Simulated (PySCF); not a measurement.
Match the calculated data to a structure.

All candidates are C10H16.

- 1H NMR: chemical shifts (computed TMS as zero) by class: 6.02 (1 H), 5.31 (1 H), 5.24 (1 H), 2.17 (1 H), 2.02 (1 H), 1.92 (1 H), 1.91 (1 H), 1.87 (1 H), 1.79 (1 H), 1.71 (1 H), 1.20 (1 H), 1.10 (3 H), 0.97 (1 H), 0.96 (1 H) ppm [GIAO PBE0/pcSseg-1]
- Dipole: 0.28 D [PBE0/pcSseg-1]
- 13C NMR: chemical shifts (computed TMS as zero) by class: 146.6 (1 C), 121.1 (1 C), 49.4 (1 C), 46.7 (1 C), 42.7 (1 C), 36.4 (1 C), 34.6 (1 C), 34.2 (1 C), 31.1 (1 C), 20.3 (1 C) ppm [GIAO PBE0/pcSseg-1]
- Rotational structure: rotational constants A, B, C: 2.147, 0.990, 0.839 GHz [GFN2-xTB]

The electronic properties come from PySCF, for the isolated species, density fitting. Levels stand in brackets. The structure is a single GFN2-xTB conformer in the gas phase; no vibrational or solvent corrections. NMR values are class means; diastereotopic atoms form classes of their own.

Task: Which candidate is it?
A. `C=C(C)[C@H]1[C@@H]2CCCC[C@@H]21`
B. `C=CC[C@@H]1[C@H]2C[C@@H]1[C@H](C)C2`
C. `C=C1CCC[C@@H]1C1CCC1`
D. `C1C[C@@H]2C[C@H](C1)[C@H]2C1CC1`
E. `C=C[C@@]1(CCC)CCC1=C`

Result: B. It is `C=CC[C@@H]1[C@H]2C[C@@H]1[C@H](C)C2`. Numbering: `[CH2:1]=[CH:2][CH2:3][C@@H:4]1[C@H:5]2[CH2:6][C@@H:7]1[C@H:8]([CH3:9])[CH2:10]2`. Its formula, C10H16, gives 3 degrees of unsaturation: 2 rings and 1 π bond in the structure found. 10 carbons fall into 10 classes; from least to most shielded: alkene CH carbon [C2] (146.6 ppm), terminal =CH2 carbon [C1] (121.1 ppm), four-membered-ring carbon [C4] (49.4 ppm), sp3 carbon at a ring junction [C7] (46.7 ppm), sp3 carbon at a ring junction [C5] (42.7 ppm), allylic carbon [C3] (36.4 ppm), ring CH2 carbon [C10] (34.6 ppm), four-membered-ring carbon [C6] (34.2 ppm), sp3 CH carbon [C8] (31.1 ppm), methyl carbon [C9] (20.3 ppm). Hydrogen classes from least to most shielded: 1 H on an alkene CH carbon, C2 (6.02 ppm), 1 H on a terminal =CH2 carbon, C1 (5.31 ppm), 1 H on a terminal =CH2 carbon, C1 (5.24 ppm), 1 H on an sp3 carbon at a ring junction, C5 (2.17 ppm), 1 H on an allylic carbon, C3 (2.02 ppm), 1 H on an sp3 carbon at a ring junction, C7 (1.92 ppm), 1 H on an sp3 CH carbon, C8 (1.91 ppm), 1 H on an allylic carbon, C3 (1.87 ppm), 1 H on a ring CH2 carbon, C10 (1.79 ppm), 1 H on a four-membered-ring carbon, C4 (1.71 ppm), 1 H on a four-membered-ring carbon, C6 (1.20 ppm), 3 H on a methyl carbon, C9 (1.10 ppm); 2 more classes are left out. The optimised geometry has point group C1 and is an asymmetric top.

The others, at the same levels:
- `C1C[C@@H]2C[C@H](C1)[C@H]2C1CC1` fails: it has 7 carbon classes against 10; its computed 13C shifts are 61.7 (1 C), 39.3 (2 C), 35.0 (2 C), 23.4 (1 C), 19.2 (1 C), 16.1 (1 C), 5.6 (2 C) ppm, 1H shifts are 2.11 (2 H), 2.05 (2 H), 2.01 (1 H), 2.00 (1 H), 1.67 (2 H), 1.60 (1 H), 1.57 (1 H), 0.95 (1 H), 0.49 (2 H), 0.02 (2 H), -0.02 (1 H) ppm and rotational constant A is 2.800 GHz (against 2.147 GHz).
- `C=C(C)[C@H]1[C@@H]2CCCC[C@@H]21` fails: it has 7 carbon classes against 10; its computed 13C shifts are 159.0 (1 C), 105.2 (1 C), 31.5 (1 C), 30.4 (2 C), 29.9 (1 C), 28.3 (2 C), 25.2 (2 C) ppm, 1H shifts are 4.79 (1 H), 4.29 (1 H), 2.05 (3 H), 1.99 (2 H), 1.75 (2 H), 1.26 (2 H), 1.12 (2 H), 1.10 (2 H), 0.49 (1 H) ppm and rotational constant A is 2.675 GHz (against 2.147 GHz).
- `C=C1CCC[C@@H]1C1CCC1` fails: its computed 13C shifts are 163.7 (1 C), 112.2 (1 C), 57.3 (1 C), 38.2 (1 C), 35.9 (1 C), 32.7 (1 C), 28.4 (1 C), 27.4 (1 C), 26.9 (1 C), 16.0 (1 C) ppm, 1H shifts are 5.31 (1 H), 5.16 (1 H), 2.59 (1 H), 2.48 (1 H), 2.30 (1 H), 2.17 (1 H), 2.09 (1 H), 2.06 (1 H), 1.87 (1 H), 1.85 (1 H), 1.77 (1 H), 1.68 (1 H), 1.67 (1 H), 1.66 (1 H), 1.61 (1 H), 1.59 (1 H) ppm and rotational constant A is 2.296 GHz (against 2.147 GHz).
- `C=C[C@@]1(CCC)CCC1=C` fails: its computed 13C shifts are 165.7 (1 C), 160.8 (1 C), 119.5 (1 C), 113.0 (1 C), 53.6 (1 C), 53.1 (1 C), 36.3 (1 C), 27.3 (1 C), 21.7 (1 C), 16.9 (1 C) ppm, 1H shifts are 6.76 (1 H), 5.43 (1 H), 5.32 (1 H), 5.30 (1 H), 5.25 (1 H), 2.76 (1 H), 2.67 (1 H), 2.25 (1 H), 2.11 (1 H), 1.64 (1 H), 1.59 (1 H), 1.52 (1 H), 1.32 (1 H), 0.97 (3 H) ppm and rotational constant A is 1.563 GHz (against 2.147 GHz).

Each candidate is one conformer, not necessarily the lowest. The conformers computed, where there is a choice (atom-mapped SMILES and torsion angles):
- `[CH2:1]=[CH:2][C@@:3]1([CH2:4][CH2:5][CH3:6])[CH2:7][CH2:8][C:9]1=[CH2:10]`: C1–C2–C3–C4 -79°, C2–C3–C4–C5 -60°, C3–C4–C5–C6 -179°

The conformers of `C=CC[C@@H]1[C@H]2C[C@@H]1[C@H](C)C2`, `C1C[C@@H]2C[C@H](C1)[C@H]2C1CC1`, `C=C(C)[C@H]1[C@@H]2CCCC[C@@H]21` and `C=C1CCC[C@@H]1C1CCC1` aren't listed.
